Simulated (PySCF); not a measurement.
## SiBH5O3

SiBH5O3 is a small molecule, neutral, singlet. The structure, one conformer, was relaxed in the gas phase by PBE0-D3(BJ)/def2-SVP. No frequency run checks that it is a minimum.

SMILES: OB(O)O[SiH3]

```csv
atom,x (Å),y (Å),z (Å)
O1,-1.973,1.251,-0.061
B2,-0.896,0.469,0.235
O3,-0.719,0.002,1.503
O4,0.016,0.146,-0.730
Si5,1.384,-0.808,-0.583
H6,-1.971,1.509,-0.988
H7,-1.419,0.292,2.096
H8,1.987,-0.887,-1.943
H9,1.027,-2.179,-0.116
H10,2.362,-0.191,0.359
```

Shieldings: GIAO PBE0/pcSseg-2. Shifts are against computed references at the same level: H TMS (σ 31.24 ppm), Si TMS (σ 341.3 ppm). Core levels by delta-SCF with SCAN, pcX-2 on the ionised atom and pcseg-1 elsewhere, spin-free X2C (2p3/2 is the spin-free 2p value less a third of a first-order spin-orbit splitting); from the vacuum level, for chosen atoms.

**Question.** Give the shieldings and core levels atom by atom.

**Answer.** 
```csv
atoms,bonded to,σ (ppm),δ (ppm),core level (eV)
O1,1 B + 1 H,243.1,-,1s 539.26
B2,3 O,81.6,-,1s 198.37
O3,1 B + 1 H,249.6,-,1s 539.28
O4,1 B + 1 Si,264.5,-,1s 538.36
Si5,1 O + 3 H,378.6,-37.3,2p3/2 107.63
H6,1 O,28.35,2.89,-
H7,1 O,28.23,3.02,-
H8 H9 H10,1 Si,26.25,5.00,-
```

Values are those of this one static structure, with the three H of a rotating XH3 group averaged; atoms that internal rotation interchanges would show their mean in an NMR spectrum.

**Question.** Which of O1, O3, O4 holds its core electrons tightest, and by how much against the loosest?

**Answer.** O3 (bonded to 1 B + 1 H), by 0.92 eV over O4 (bonded to 1 B + 1 Si).

**Question.** By CAM-B3LYP/def2-SVPD (TDDFT singlets, Tamm-Dancoff triplets, ionisation by delta-SCF), where does absorption start, and what does vertical ionisation take?

**Answer.** The lowest singlet lies at 7.71 eV (f 0.005), the strongest of the first 6 at 8.59 eV (f 0.041), the lowest triplet at 7.37 eV; vertical ionisation takes 11.41 eV.
